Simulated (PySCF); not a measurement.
## C₆ coefficients of unlike pairs at PBE

Calculated with PySCF 2.14 from the dipole response of each species, C₆(A,B) = (3/π) ∫ α_A(iu) α_B(iu) du, in atomic units, from isotropic polarisabilities. For ions this is the dispersion term alone; charge-induced terms of lower order in 1/R come first.

```csv
species,configuration,basis,relativity,α (bohr³),C₆ (like pair)
Ir³⁺,[Xe] 4f14 5d6 (5D),"aug-cc-pVTZ-PP with one added diffuse shell each of s, p, d, f, g type with ECP60MDF (7s7p6d4f3g)",core potential,6.929,38.54
Rb⁺,[Kr] (1S),"x2c-QZVPPall with one added diffuse shell each of s, p, d, f, g type (14s9p8d4f3g)",spin-free X2C,9.421,56.51
Rh,[Kr] 4d8 5s1 (4F),aug-cc-pwCVTZ-PP with ECP28MDF (8s8p7d4f3g),core potential,52.65,455.9
```

Task: Estimate C₆ for Rb⁺ with Ir³⁺.

Result: The integral gives 46.10. The combination rule 2 C_A C_B / (C_A α_B/α_A + C_B α_A/α_B) gives 46.35 and the geometric mean 46.67.

No spin-orbit coupling is included.

The other pairs:

```tsv
pair	C₆
Rh, Rb⁺	142.4
Rh, Ir³⁺	111.6
```
